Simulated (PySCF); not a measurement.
A calculated (MN15, PySCF 2.14, pcseg-2, the non-relativistic Hamiltonian (point nucleus)) atom or ion has these occupied shells.

```csv
shell,electrons,orbital energy (eV),"rms radius, mean of both spins (bohr)"
1s α,1,-11514.4,0.0537
1s β,1,-11514.4,0.0537
2s α,1,-1433.7,0.226
2s β,1,-1433.5,0.226
2p α,3,-1298.9,0.198
2p β,3,-1298.8,0.198
3s α,1,-181.90,0.665
3s β,1,-181.90,0.665
3p α,3,-135.58,0.678
3p β,3,-135.49,0.678
3d α,5,-46.588,0.756
3d β,5,-46.464,0.756
4s α,1,-17.114,2.15
4s β,1,-13.966,2.15
4p α,3,-7.632,2.70
```

Name the element and its charge.

As (arsenic, neutral), in [Ar] 3d10 4s2 4p3, high-spin 4S determinant.
